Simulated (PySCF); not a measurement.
**[C6H10O]+: g tensor and hyperfine couplings**

Compound: C6H10O (charge +1 and doublet state).
Geometry (GFN2-xTB, Å), atoms numbered from 1 in this order:
```
atom  x, y, z in Å
C1     3.113    0.467    0.414
O2     1.709    0.619    0.379
C3     0.958   -0.338   -0.086
C4    -0.412   -0.203   -0.123
C5    -1.342    0.874    0.273
C6    -2.512   -0.014   -0.169
C7    -1.500   -1.095   -0.572
H8     3.400   -0.332    1.104
H9     3.512    0.232   -0.576
H10    3.518    1.416    0.764
H11    1.422   -1.255   -0.449
H12   -1.312    1.145    1.332
H13   -1.217    1.813   -0.274
H14   -3.191   -0.303    0.630
H15   -3.104    0.387   -0.989
H16   -1.573   -2.045   -0.034
H17   -1.476   -1.355   -1.634
```

The hyperfine couplings belong to this conformer and change with its torsions.

Identity: `CO[CH+][C]1CCC1` [radical] (charge +1).

Theory: PySCF, UKS B3LYP, pcH-1 on C H O, non-relativistic, mean-field spin-orbit, GIAO. Isolated species at its GFN2-xTB geometry (one conformer only). GFN2-xTB frequencies show an imaginary mode (110i cm⁻¹), so this geometry is no minimum at that level. A GFN2-xTB geometry isn't a minimum of the functional, and hyperfine couplings can be far from their values at a DFT geometry, by a factor of two or more for some ions and for spin on atoms past the first row. Stability of the SCF solution: not tested.

```json
{"g1, g2, g3": "2.00210, 2.00366, 2.00562", "g_iso": "2.00379", "Form of g": "rhombic: the two nearest values differ by 44 % of g3 − g1", "⟨S²⟩": "0.7532 (exact 0.7500)", "α and β electrons": "27, 26", "HOMO–LUMO gap, α and β orbitals": "6.06, 4.11 eV", "Total energy": "-309.55949 Eh", "Basis functions": "275"}
```

Hyperfine couplings atom by atom, in 10⁻⁴ cm⁻¹; T1 to T3 are the principal values of the dipolar part (1 × 10⁻⁴ cm⁻¹ = 2.998 MHz):

| atom | isotope | a_iso | T1 | T2 | T3 | Mulliken spin population |
| --- | --- | --- | --- | --- | --- | --- |
| C1 | 13C | -3.2 | -0.6 | 0.0 | 0.5 | -0.02 |
| O2 | 17O | -10.0 | -30.6 | 15.0 | 15.6 | 0.24 |
| C3 | 13C | -0.6 | -7.8 | -6.6 | 14.4 | 0.23 |
| C4 | 13C | 9.4 | -12.3 | -11.8 | 24.1 | 0.44 |
| C5 | 13C | -5.5 | -1.0 | -0.4 | 1.5 | -0.03 |
| C6 | 13C | 0.0 | -0.3 | 0.1 | 0.3 | 0.01 |
| C7 | 13C | -5.8 | -1.2 | -0.6 | 1.8 | -0.04 |
| H8 | 1H | 14.8 | -1.1 | -0.6 | 1.7 | 0.02 |
| H9 | 1H | 12.1 | -1.1 | -0.6 | 1.7 | 0.02 |
| H10 | 1H | -0.1 | -0.9 | -0.9 | 1.8 | 0.00 |
| H11 | 1H | -6.5 | -3.7 | -1.5 | 5.1 | -0.01 |
| H12 | 1H | 29.0 | -1.4 | -0.6 | 2.0 | 0.03 |
| H13 | 1H | 29.3 | -1.4 | -0.6 | 2.0 | 0.03 |
| H14 | 1H | 2.6 | -0.6 | -0.5 | 1.1 | 0.00 |
| H15 | 1H | 2.3 | -0.6 | -0.5 | 1.1 | 0.00 |
| H16 | 1H | 31.5 | -1.5 | -0.7 | 2.2 | 0.03 |
| H17 | 1H | 32.1 | -1.5 | -0.7 | 2.2 | 0.04 |

Largest spin populations (Mulliken): C4 (+0.44), O2 (+0.24) and C3 (+0.23). Three atoms exceed +0.15.

The SMILES `CO[CH+][C]1CCC1` draws the unpaired electron on C4, whose computed spin population is only +0.44.

Axes: g3 points within 11° of the C3–C4 bond.

Under fast tumbling the dipolar parts average out, and these isotropic splittings remain: 2 × 1H (H16/H17, I = 1/2, 3 lines) with 3.40 mT, 2 × 1H (H12/H13, I = 1/2, 3 lines) with 3.11 mT, 3 × 1H (H8/H9/H10, I = 1/2, 4 lines) with 0.95 mT, 1 × 1H (H11, I = 1/2, 2 lines) with 0.70 mT and 2 × 1H (H14/H15, I = 1/2, 3 lines) with 0.26 mT.

Nuclei that the bonding pattern makes equivalent are averaged, as if the motion that swaps them (rotation, inversion, ring flip) were fast. C5 and C7, with what hangs on them, aren't averaged: C4 is flat or nearly so (angle sum 360°), and its turn about the short C4–C3 bond (1.38 Å) is taken as slow. The three 1H nuclei of mean +26.8 MHz run from -0.2 to 44.3 MHz in the frozen geometry.

The 13C coupling of C4 (28.2 MHz) shows only in satellite lines or after enrichment, since that isotope makes up about 1.07 % of natural carbon.

The 17O coupling of O2 (-30.0 MHz) shows only in satellite lines or after enrichment, since that isotope makes up about 0.038 % of natural oxygen.

The spin density at the nucleus, in bohr⁻³, is negative for C7 (-0.0154), C5 (-0.0147) and C1 (-0.0085), for instance. A restricted open-shell determinant has no negative spin density anywhere; here it arises because α and β orbitals differ (spin polarisation).

On one thread of an Arm Neoverse V2 (shared host), this took 70 s (grids of density and orbitals included) and 0.97 GiB of memory at its peak.
